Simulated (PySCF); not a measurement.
Vertical excitations of a molecule C2H9FOSi2 from TDA-PBE/def2-SVPD run with PySCF, as energy in eV (oscillator strength): 5.80 (0.013), 6.19 (0.018), 6.33 (0.042), 6.46 (0.005), 6.64 (0.020), 6.70 (0.002). Lowest triplet (TDA): 5.41 eV. Geometry: B3LYP-D3(BJ)/def2-SVP. One conformer was computed; it need not be the lowest.

Q: Which molecule gave these data?
A. OCC[SiH2][SiH2]F
B. CO[SiH2][C@@H](F)[SiH3]
C. C[Si@@H](F)OC[SiH3]
D. C[C@H](O)[SiH2][SiH2]F

A: A, OCC[SiH2][SiH2]F
